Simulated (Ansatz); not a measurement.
Reaction (cleavage of the Al–In bond): `[AlH2][InH][Cl]` + `C[Si](O)(F)F` → `C[Si](F)(F)[O][AlH2]` + `[Cl][InH2]`

Gas-phase electronic energies from Ansatz, PBE0-D4/def2-TZVP geometries. CBS: MP2 limit from def2 TZ/QZ plus the TZ coupled-cluster correction, frozen cores. Functionals use def2-TZVPP. B3LYP here is the variant with VWN-RPA as its local correlation; programs differ in this. def2 core potentials past Kr. For In outer-core shells are correlated without core-valence functions, which leaves a few kJ/mol of doubt a bond. One conformer a species, not always the lowest.

Problem. Is it downhill or uphill in electronic energy at CCSD(T)/CBS, and by how much? (Best estimate.)

Solution. Computed: Downhill: ΔE = -112.7 kJ/mol.

Problem. What do these levels give: PBE0-D4, r2SCAN, B3LYP, SCS-MP2/def2-TZVPP, HF/def2-QZVPP, HF/CBS(def2)? (Best estimate.)

Solution. The calculation gave: PBE0-D4 -100.5, r2SCAN -111.9, B3LYP -111.9, SCS-MP2/def2-TZVPP -120.9, HF/def2-QZVPP -133.3, HF/CBS(def2) -133.7 kJ/mol.

Largest T1 diagnostic among the species: 0.014.

From PBE to PBE0 (25 % exact exchange), in def2-TZVPP and without D4, ΔE moves by −6.7 kJ/mol. In def2-TZVPP, CCSD(T) changes the Hartree–Fock value by +14.3 kJ/mol (the triples alone add +1.6 kJ/mol) and MP2 by +12.5 kJ/mol.
